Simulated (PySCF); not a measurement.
**SMILES N#CC1=C=CCCCCC1, C₉H₁₁N**

Molfile (atoms numbered from 1):
```
C9H11N
     RDKit          3D

 21 21  0  0  0  0  0  0  0  0999 V2000
    1.5678    3.9175    1.4884 N   0  0  0  0  0  0  0  0  0  0  0  0
    1.2517    3.0030    0.8484 C   0  0  0  0  0  0  0  0  0  0  0  0
    0.9124    1.8572    0.0613 C   0  0  0  0  0  0  0  0  0  0  0  0
   -0.3042    1.6601   -0.4124 C   0  0  0  0  0  0  0  0  0  0  0  0
   -1.3860    1.0506   -0.8175 C   0  0  0  0  0  0  0  0  0  0  0  0
   -1.9439   -0.0821    0.0115 C   0  0  0  0  0  0  0  0  0  0  0  0
   -1.0779   -1.3409   -0.1392 C   0  0  0  0  0  0  0  0  0  0  0  0
    0.3867   -1.2223    0.3103 C   0  0  0  0  0  0  0  0  0  0  0  0
    1.3861   -0.5393   -0.6528 C   0  0  0  0  0  0  0  0  0  0  0  0
    1.9676    0.7879   -0.1709 C   0  0  0  0  0  0  0  0  0  0  0  0
   -1.8056    1.2563   -1.8098 H   0  0  0  0  0  0  0  0  0  0  0  0
   -2.9788   -0.3030   -0.2914 H   0  0  0  0  0  0  0  0  0  0  0  0
   -1.9747    0.2126    1.0724 H   0  0  0  0  0  0  0  0  0  0  0  0
   -1.5563   -2.1417    0.4495 H   0  0  0  0  0  0  0  0  0  0  0  0
   -1.1074   -1.6829   -1.1888 H   0  0  0  0  0  0  0  0  0  0  0  0
    0.7421   -2.2485    0.4934 H   0  0  0  0  0  0  0  0  0  0  0  0
    0.4214   -0.7267    1.2969 H   0  0  0  0  0  0  0  0  0  0  0  0
    2.2378   -1.2147   -0.8297 H   0  0  0  0  0  0  0  0  0  0  0  0
    0.9179   -0.3934   -1.6400 H   0  0  0  0  0  0  0  0  0  0  0  0
    2.4953    0.6422    0.7876 H   0  0  0  0  0  0  0  0  0  0  0  0
    2.7268    1.1552   -0.8823 H   0  0  0  0  0  0  0  0  0  0  0  0
  1  2  3  0
  2  3  1  0
  3  4  2  0
  4  5  2  0
  5  6  1  0
  6  7  1  0
  7  8  1  0
  8  9  1  0
  9 10  1  0
 10  3  1  0
  5 11  1  0
  6 12  1  0
  6 13  1  0
  7 14  1  0
  7 15  1  0
  8 16  1  0
  8 17  1  0
  9 18  1  0
  9 19  1  0
 10 20  1  0
 10 21  1  0
M  END
```

Method used: PySCF 2.14.0, TDDFT CAM-B3LYP/aug-cc-pVDZ circular dichroism and optical rotation, one conformer, gas phase. Geometry: PBE0-D3(BJ)/def2-SVP.

No stereocentre is labelled: unless the shape is locked (an allene, a helicene, a hindered biaryl), the mirror image is equally populated and a measured rotation or CD is zero.

(1) List the lowest 12 singlet excitations with oscillator and rotatory strengths.

Results:

(1) Rotatory strengths R in 10⁻⁴⁰ esu² cm², velocity form and length form (origin at the centre of mass); f in length form.
```csv
state,E (eV),λ (nm),f,R (velocity),R (length),main
1,5.13,242,0.001,+11.6,+11.7,"HOMO−1→LUMO 0.64, HOMO→LUMO 0.24"
2,5.41,229,0.031,-73.5,-74.8,"HOMO→LUMO 0.31, HOMO→LUMO+5 0.18"
3,6.21,200,0.456,+44.4,+45.2,"HOMO→LUMO 0.34, HOMO→LUMO+5 0.18"
4,6.64,187,0.080,-27.6,-27.5,"HOMO→LUMO+1 0.31, HOMO−1→LUMO+1 0.19"
5,6.71,185,0.008,-11.0,-11.0,"HOMO−2→LUMO 0.48, HOMO−5→LUMO 0.14"
6,6.79,183,0.089,+41.2,+41.8,"HOMO−1→LUMO+1 0.29, HOMO−1→LUMO+5 0.16"
7,7.06,176,0.015,-2.7,-3.1,"HOMO→LUMO+14 0.29, HOMO→LUMO+3 0.16"
8,7.10,175,0.050,-6.9,-7.2,"HOMO→LUMO+14 0.14, HOMO−1→LUMO+3 0.11"
9,7.19,172,0.009,-15.8,-16.0,"HOMO→LUMO+3 0.40, HOMO→LUMO+4 0.19"
10,7.37,168,0.023,-15.3,-15.6,"HOMO→LUMO+2 0.33, HOMO→LUMO+5 0.13"
11,7.47,166,0.002,-1.0,-1.0,"HOMO→LUMO+1 0.26, HOMO→LUMO+4 0.22"
12,7.53,165,0.016,-21.3,-21.9,"HOMO−1→LUMO+3 0.40, HOMO−1→LUMO+4 0.25"
```

Among the states computed, the strongest CD band (largest |R|) is state 2. The largest dissymmetry factor in size, g = 4R/(D+G), with D and G the electric and magnetic dipole strengths, is +0.071 for state 1 (velocity form, f = 0.001), among bands with |R| over 0.5. The mirror image has the same energies and oscillator strengths and all R with the opposite sign.
